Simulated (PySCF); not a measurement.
# Molecular orbitals of LaP

ωB97X at R = 2.374 Å; La x2c-SVPall, P x2c-SVPall; spin-free X2C with a Gaussian nucleus (PySCF 2.14). State: singlet, about 0.1 electrons in the 4f shell (Mulliken). Only the outer orbitals are listed, counted within each symmetry.

| orbital | occ. | ε (eV) | on La (%) | main shells (%) |
| --- | --- | --- | --- | --- |
| 13σ | 2 | -42.65 | 100 | 100 La s |
| 14σ | 2 | -25.41 | 93 | 93 La p |
| 7π | 2 | -25.26 | 100 | 100 La p |
| 7π | 2 | -25.26 | 100 | 100 La p |
| 15σ | 2 | -14.48 | 17 | 83 P s |
| 8π | 2 | -6.33 | 43 | 57 P p, 38 La d |
| 8π | 2 | -6.33 | 43 | 57 P p, 38 La d |
| 16σ | 2 | -5.96 | 43 | 54 P p, 31 La d |
| 17σ | 0 | -0.41 | 98 | 77 La s, 12 La p, 9 La d |
| 3δ | 0 | 1.03 | 100 | 100 La d |
| 3δ | 0 | 1.04 | 100 | 100 La d |

Which are the highest filled and the lowest empty level, where do they sit, and how wide is the gap?

Highest filled 16σ at -5.96 eV (in %: 54 P p, 31 La d); lowest empty 17σ at -0.41 eV (in %: 77 La s, 12 La p, 9 La d); the gap at ωB97X is 5.55 eV.

The bond order (Mayer) is 3.17. The ⟨S²⟩ is 0.000 and the charge on La (Mulliken, basis-dependent) is 0.24. The charge on La (Löwdin, basis-dependent) is 0.00 and the dipole moment (positive dipole means La(−)P(+)) is -8.99 D.

Spin–orbit coupling is left out.
